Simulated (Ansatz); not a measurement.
CH₇AlSSi₂ (`[AlH2][C@H]1[SiH2][Si@@H]1S`). Charge 0, multiplicity 1. The structure was optimised at the PBE0-D4/def2-TZVP level. It is one conformer, not always the lowest.

```xyz
12

Al   -1.725   -0.177    1.374
C    -0.304   -0.600    0.146
Si   -0.282    0.274   -1.543
Si    1.093    0.673    0.162
S     3.118    0.011    0.229
H    -2.344   -1.304    2.303
H    -2.244    1.321    1.448
H    -0.052   -1.662    0.175
H     0.242   -0.556   -2.655
H    -1.488    1.039   -1.947
H     0.982    1.768    1.153
H     3.005   -0.787   -0.846
```

What is the dipole moment at B3LYP/def2-TZVPP? (Best estimate.)

Computed: 1.22 D, with components (-0.22, -0.81, -0.88) D in this frame, pointing from negative to positive charge.

And with PBE, r2SCAN, ωB97M-V? (Best estimate.)

Computed: PBE 1.23 D, r2SCAN 1.28 D, ωB97M-V 1.22 D.

Give the Mulliken charges with B3LYP, r2SCAN, PBE in def2-TZVPP. (Estimate.)

Computed: 
```json
{"atom": "Al1", "B3LYP": "0.40", "r2SCAN": "0.48", "PBE": "0.32"}
{"atom": "C2", "B3LYP": "-0.31", "r2SCAN": "-0.39", "PBE": "-0.23"}
{"atom": "Si3", "B3LYP": "0.13", "r2SCAN": "0.16", "PBE": "0.07"}
{"atom": "Si4", "B3LYP": "0.24", "r2SCAN": "0.27", "PBE": "0.19"}
{"atom": "S5", "B3LYP": "-0.25", "r2SCAN": "-0.25", "PBE": "-0.24"}
{"atom": "H6", "B3LYP": "-0.14", "r2SCAN": "-0.15", "PBE": "-0.11"}
{"atom": "H7", "B3LYP": "-0.13", "r2SCAN": "-0.15", "PBE": "-0.11"}
{"atom": "H8", "B3LYP": "0.11", "r2SCAN": "0.10", "PBE": "0.10"}
{"atom": "H9", "B3LYP": "-0.05", "r2SCAN": "-0.06", "PBE": "-0.04"}
{"atom": "H10", "B3LYP": "-0.05", "r2SCAN": "-0.06", "PBE": "-0.04"}
{"atom": "H11", "B3LYP": "-0.04", "r2SCAN": "-0.05", "PBE": "-0.03"}
{"atom": "H12", "B3LYP": "0.11", "r2SCAN": "0.11", "PBE": "0.12"}
```

B3LYP here is the variant with VWN-RPA as its local correlation; programs differ in this.
